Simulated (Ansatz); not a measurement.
Isolated molecules relaxed with PBE0-D4/def2-TZVP in Ansatz; ΔE leaves out vibrations. CCSD(T)/CBS adds triple-zeta CCSD(T) − MP2 to the extrapolated MP2 energy (def2 sets, frozen cores). DFT in def2-TZVPP. One conformer a species, not always the lowest.

`C[SiH](C)C#N` → `NC1=C[SiH2]C1`  (isomerisation)

`C[SiH](C)C#N`:

Cartesian coordinates in Å:
```
C -0.072 1.659 -0.117
Si 0.007 -0.082 0.535
C -0.837 -1.325 -0.561
C 1.803 -0.558 0.646
N 2.917 -0.850 0.693
H 0.471 2.346 0.536
H -1.110 1.994 -0.177
H 0.366 1.719 -1.116
H -0.502 -0.159 1.928
H -0.411 -1.309 -1.567
H -1.903 -1.100 -0.638
H -0.730 -2.336 -0.162
```

`NC1=C[SiH2]C1`:

Cartesian coordinates in Å:
```
N -1.587 -1.165 -0.021
C -0.573 -0.258 0.050
C -0.561 1.010 0.542
Si 1.232 1.146 0.210
C 0.830 -0.609 -0.399
H -1.481 -1.939 -0.652
H -2.530 -0.841 0.115
H -1.402 1.558 0.946
H 1.712 2.111 -0.823
H 2.183 1.237 1.356
H 1.266 -1.449 0.148
H 0.911 -0.801 -1.472
```

```tsv
species	LDA (SPW92) energy (Eh)
`C[SiH](C)C#N`	-460.13357
`NC1=C[SiH2]C1`	-460.11128
```

(1) Work out ΔE.

Largest T1 diagnostic among the species: 0.012.

Results:

(1) ΔE = (-460.11128) − (-460.13357) = 0.02229 Eh = +58.5 kJ/mol. CCSD(T)/CBS gives +143.1 kJ/mol.

In def2-TZVPP, CCSD(T) changes the Hartree–Fock value by −16.5 kJ/mol (the triples alone add −2.5 kJ/mol) and MP2 by −16.9 kJ/mol. From PBE to PBE0 (25 % exact exchange), in def2-TZVPP and without D4, ΔE moves by −4.1 kJ/mol. At CCSD(T), def2-SVP lies +4.2 kJ/mol from the extrapolated value and def2-TZVPP +8.2 kJ/mol.
